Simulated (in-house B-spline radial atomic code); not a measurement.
Settings and results of a run for As8+. Method: Dirac-Kohn-Sham HSE06, spherical fractional occupations, Fermi nucleus of rms radius 4.0968 fm. Calculated with an all-electron radial atomic-structure program (B-spline basis).

Command:
```bash
python run_scf.py task.json out
```
Settings (nuclear radius in fm, mass in u):
```
Z                33
configuration    [Ar] 3d7
hamiltonian      dirac
method           hse06
spin_polarised   False
nucleus          fermi
rms_radius       4.0968
atomic_mass      74.92159
speed_of_light   137.035999084
```

Output (hartree, bohr):
```
 radial grid: 64 intervals, B-splines of order 8, outer radius 7.931 bohr

 iter        energy (Eh)    residual
    1       -2209.982256    1.35e+00
    2       -2229.814985    7.85e-01
    3       -2236.935588    2.15e-01
    4       -2237.543223    4.89e-02
    5       -2237.566818    2.95e-02
    6       -2237.579238    1.37e-03
    7       -2237.579256    2.36e-05
    8       -2237.579256    1.05e-06
    9       -2237.579256    1.23e-08

 total energy                     -2237.57926
 kinetic                            2288.7480
 electron-nucleus                  -5243.9985
 Hartree                             795.6306
 exact exchange                      -18.5638
 exchange-correlation                -59.3955

 first-order corrections (not in the total)
   Gaunt                             1.1640
   retardation                      -0.1094
   frequency dependence             -0.0045
   self-energy                       0.7815
   Uehling                          -0.0762
   Wichmann-Kroll                    0.0007
   recoil                            0.0121

 orbital      occ     eigenvalue          <r>       <r^2>       <1/r>     <1/r^2>       r_max    small
 1s1/2      2.000      -439.1927      0.04549  0.00278572     33.4723     2321.75     0.02973  1.43e-02
 2s1/2      2.000       -61.9342     0.202134   0.0482371     7.42977     238.001        0.17  2.79e-03
 2p1/2      2.000       -55.9673     0.174506    0.037377     7.38154     77.2296      0.1343  2.78e-03
 2p3/2      4.000       -54.6198     0.178173   0.0388347     7.16823     70.2343      0.1373  2.72e-03
 3s1/2      2.000       -13.2881     0.578453    0.383416     2.47674     40.4452      0.5141  6.95e-04
 3p1/2      2.000       -11.2376     0.582031    0.394398     2.37011     12.7986      0.5056  6.51e-04
 3p3/2      4.000       -11.0323     0.590665    0.405924      2.3217     11.6975      0.5133  6.37e-04
 3d3/2      2.800        -7.4797     0.589626     0.41969     2.10561      5.7044      0.4539  5.38e-04
 3d5/2      4.200        -7.4466     0.592481    0.423569     2.09363     5.62824      0.4561  5.34e-04
```

Time taken, with all properties: 1.9 s on 1 thread of Arm Neoverse V2, on a shared host.

For the Dirac Hamiltonian the kinetic term is c α·p + (β - 1)c².

Caution: exact exchange at fractional occupations of open shells leaves self-interaction of up to several eV.
